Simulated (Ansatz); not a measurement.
## Relaxing a trial structure of ClH2NSiZn

The starting geometry of this gas-phase singlet was optimised with GFN2-xTB.

| atom | x (Å) | y (Å) | z (Å) |
| --- | --- | --- | --- |
| Cl | -1.9092 | -2.8088 | 0.1946 |
| N | -0.3604 | -0.1731 | 0.3230 |
| Si | -0.6338 | -1.4524 | -0.7217 |
| Zn | 0.7434 | 0.5880 | -0.9951 |
| H | -0.7722 | -0.1140 | 1.2470 |
| H | 1.6284 | 1.2657 | -1.9647 |

**Question.** Predict what becomes of its bonds when it is optimised with PBE0-D3(BJ)/def2-SVP.

**Answer.** A bond breaks, leaving `Cl[Si][NH][ZnH]`. Contacts that open: Si3–Zn4 (2.48 → 3.14 Å).

The energy falls by 0.42 eV over 11 steps:

| step | E − E(last) (eV) |
| --- | --- |
| 1 | 0.425 |
| 2 | 0.297 |
| 3 | 0.149 |
| 4 | 0.075 |
| 5 | 0.049 |
| 7 | 0.016 |
| 8 | 0.001 |
| 9 | 0.000 |
| 10 | 0.000 |
| 11 | 0.000 |

Final geometry (Å):

```xyz
6

Cl   -2.0840   -2.6552    0.7493
N    -0.3134   -0.4349   -0.1033
Si   -0.8579   -1.8887   -0.8139
Zn    0.8242    0.7554   -0.9496
H    -0.6340   -0.2112    0.8416
H     1.7613    1.7401   -1.6410
```

Frequencies at the end are all real (lowest 82 cm⁻¹). Run with Ansatz 0.2.0, 24 s on 2 threads of Arm Neoverse V2, on a shared host.
